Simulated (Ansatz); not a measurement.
Zr(Cl)2(OH) (Cl2HOZr), SMILES [Zr+]([OH])([Cl])[Cl], charge +1, multiplicity 1.

The structure is a stationary point at B3LYP-D3(BJ)/def2-SVP. The spin state was assumed, not searched. The isomer is the one that the SMILES or the coordinates give; other isomers of the formula were not compared. The def2 effective core potentials stand for the cores of Zr; spin–orbit coupling is left out. The values are those of a single conformer.

Two levels are set side by side: PBE/def2-SVPD (Ansatz, a quantum-chemistry and plane-wave program) and PBE0/def2-SVPD (Ansatz). Energy differences of separate SCF runs at the same geometry; the states with an electron removed or added have multiplicity 2 and 2. Differences are taken from unrounded values.

```json
[
 {"quantity": "vertical ionisation energy (eV)", "PBE": "16.11"},
 {"quantity": "vertical electron affinity (eV)", "PBE": "6.87"},
 {"quantity": "vertical singlet–triplet gap (eV)", "PBE": "3.91"}
]
```

### Question
These are the PBE values. What does PBE0 give? (An estimate is asked for; the answer gives what the named calculation found.)

### Answer

| quantity | PBE0 | PBE minus PBE0 |
|---|---|---|
| vertical ionisation energy (eV) | 16.54 | -0.43 |
| vertical electron affinity (eV) | 7.10 | -0.23 |
| vertical singlet–triplet gap (eV) | 4.14 | -0.22 |
